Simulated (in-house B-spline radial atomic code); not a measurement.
Atomic self-consistent-field run: the phosphorus ion P⁺ (an excited or competing configuration). All numbers are computed (scalar-relativistic (X2C) LDA PW92, spin-polarised, spherical fractional occupations; Fermi nucleus of rms radius 3.1889 fm) with a radial B-spline atomic code at the basis-set limit, not measured.

Command:
```bash
python run_scf.py task.json out
```
Settings (nuclear radius in fm, mass in u):
```
Z                15
configuration    [He] 2s2 2p5 3s2 3p3
hamiltonian      x2c
method           lda,pw
spin_polarised   True
nucleus          fermi
rms_radius       3.1889
atomic_mass      30.97376
speed_of_light   137.035999084
```

Output (hartree, bohr):
```
 radial grid: 75 intervals, B-splines of order 8, outer radius 40.5882 bohr

 iter        energy (Eh)    residual
    1        -333.552969    2.16e-01
    2        -335.134003    1.34e-01
    3        -335.673992    3.16e-02
    4        -335.717165    7.64e-03
    5        -335.719272    4.58e-03
    6        -335.720120    3.10e-04
    7        -335.720121    2.84e-05
    8        -335.720121    2.23e-06
    9        -335.720121    3.93e-08

 total energy                      -335.72012
 kinetic                             336.6659
 electron-nucleus                   -790.6988
 Hartree                             139.1608
 exchange-correlation                -20.8480

 orbital      occ     eigenvalue          <r>       <r^2>       <1/r>     <1/r^2>       r_max
 1s up      1.000       -77.8822     0.103724   0.0144938     14.6729     445.149     0.06766
 1s down    1.000       -77.7853     0.103632   0.0144668     14.6833     445.678     0.06763
 2s up      1.000        -7.5470     0.508683    0.307679     2.89751     36.0196      0.4139
 2s down    1.000        -7.4031     0.510256    0.309491     2.88439     35.6571      0.4151
 2p up      3.000        -5.8253     0.466524    0.271423     2.79821     10.9654      0.3451
 2p down    2.000        -5.6606     0.469134    0.274464      2.7843     10.8703      0.3469
 3s up      1.000        -1.0128      1.68505     3.27433    0.822451      4.3141       1.442
 3s down    1.000        -0.8923      1.72243     3.43924    0.806707     4.16015       1.454
 3p up      3.000        -0.6510      1.90448     4.25708    0.712639     1.16125       1.577
```

Time taken, with all properties: 0.15 s on 1 thread of Arm Neoverse V1, on a shared host.
